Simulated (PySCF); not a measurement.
NMR data sheet: C$_{5}$H$_{13}$NSi

* Formula: C5H13NSi
* SMILES: C=N[SiH2]C(C)(C)C
* InChI: InChI=1S/C5H13NSi/c1-5(2,3)7-6-4/h4,7H2,1-3H3
* Point group of the computed structure: C1
* Degrees of unsaturation: 1
* Carbon signals: 3
* Proton signals: 4

Numbering as in the mapped SMILES `[CH2:1]=[N:2][SiH2:3][C:4]([CH3:5])([CH3:6])[CH3:7]`. Each H is labelled by its parent atom. Ha(C1) is cis to Si3; Hb(C1) is trans to Si3.

PySCF calculation with structure optimised with GFN2-xTB and PBE0/pcSseg-1 with gauge-including orbitals; non-relativistic, averaged over atoms made equivalent by symmetry, fast rotation or ring inversion, no solvent model, single conformer.

Scale: 1H (31.72 ppm) and 13C (186.93 ppm) and 29Si (349.16 ppm) vs TMS; NH3 for 15N (267.73 ppm) (reference shieldings calculated alike).

| carbon | δC, type | δH (multiplicity) | HMBC from (2–3 bonds) | span of the C tensor (ppm) |
| --- | --- | --- | --- | --- |
| C1 | 172.0, CH2 | Hb(C1) 8.74 (m); Ha(C1) 8.77 (m) | H(Si3) | 205 |
| C4 | 21.5, C | – | H(Si3), H(C5)/H(C6)/H(C7) | 7 |
| C5/C6/C7 | 28.5, CH3 | 1.06 (s) | H(Si3), H(C5)/H(C6)/H(C7) | 44 |

Other nuclei:
| atoms | nucleus | environment | δ (ppm) | σ (ppm) |
| --- | --- | --- | --- | --- |
| H(Si3) | 1H | hydrogen on a silicon bonded to C, N | 4.86 | 26.86 |
| Si3 | 29Si | silicon bonded to C, N, 2 H | -22.7 | 371.9 |
| N2 | 15N | imine nitrogen | 425.6 | -157.9 |

1. Carbon types of the structure: 1 × C, 1 × CH2, 3 × CH3, leaving 2 H on heteroatoms.
2. δC 172.0: C=N carbon.
3. δC 28.5: methyl carbon; saturated and bonded to C and H only.
4. δC 21.5: fully substituted sp3 carbon bonded to Si.
5. δH 8.77, 8.74: hydrogen on a C=N carbon.
6. δH 4.86: hydrogen on a silicon bonded to C, N.

Shifts are as computed. Against solution values, carbons near 30 ppm lie about +3 ppm off and those near 130 ppm about +5 ppm. Of 1211 compounds with measured shifts, 218 miss one by over three times the rms of a fit or turn the order of signals round; such compounds aren't used in these exercises. Experimental scales use liquid or dissolved standards, which lie at an offset from isolated NH3 (liquid NH3: subtract about 20 ppm). Unscaled 15N shifts of sp2 nitrogen come out 20 to 40 ppm too high even then. Multiplicities follow the n + 1 count of equivalent neighbours, as no J values were calculated; m marks all less simple cases, F and P coupling included.
